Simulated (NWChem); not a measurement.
H₆Ga₂

```xyz
8

Ga     1.3076     0.0000     0.0000
Ga    -1.3076     0.0000     0.0000
H      0.0000     1.1871     0.0098
H      1.9664     0.0000     1.4190
H      1.9454     0.0000    -1.4287
H      0.0000    -1.1871     0.0098
H     -1.9664     0.0000     1.4190
H     -1.9454     0.0000    -1.4287
```
Charge 0, spin multiplicity 1.

Everything below was run with NWChem. The geometry was optimised at PBE/def2-SVP, a minimum by its harmonic frequencies.

Symmetry labels belong to the abelian group C2v used in the runs, with the axes of the coordinates shown.

The Hamiltonian is non-relativistic. The structure started from a generated list of species.

**Question.** List the lowest 4 singlet excitations that TD-PBE/def2-SVP gives, with oscillator strengths.

**Answer.** 
```
state  symmetry  energy (eV)  wavelength (nm)      f
-----  --------  -----------  ---------------  -----
1            b2         5.56              223  0.000
2            a2         6.01              206  0.000
3            a2         6.06              205  0.000
4            b1         6.72              184  0.042
```
